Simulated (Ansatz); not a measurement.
Mulliken charges of B₂FH₃OS (`BOB(F)S`) from ωB97M-V/def2-TZVPP in Ansatz (PBE0-D4/def2-TZVP geometry).

| atom | x (Å) | y (Å) | z (Å) | charge (e) |
| --- | --- | --- | --- | --- |
| B1 | 0.322 | 1.209 | 0.597 | 0.025 |
| O2 | 0.666 | -0.099 | 0.635 | -0.291 |
| B3 | 0.306 | -1.172 | -0.131 | 0.398 |
| F4 | 1.059 | -2.253 | -0.024 | -0.214 |
| S5 | -1.105 | -1.276 | -1.252 | -0.155 |
| H6 | 0.746 | 1.917 | 1.461 | 0.070 |
| H7 | -0.382 | 1.630 | -0.282 | 0.046 |
| H8 | -1.520 | -0.013 | -1.059 | 0.121 |

Question: By hand: the dipole of these point charges (1 e Å = 4.8032 D).

Answer: Σ q r = (-0.269, 0.480, -0.062) e Å, of length 0.554 e Å = 2.66 D.

Question: How does the dipole of the full density compare? (Estimate.)

Answer: Computed: (-0.180, 0.300, -0.039) e Å, 1.69 D; the point charges give 1.57 times that, at 2° from its direction.

Point charges leave out the atoms' own dipoles, such as those of lone pairs, and Mulliken's split depends on the basis, so the two needn't agree.
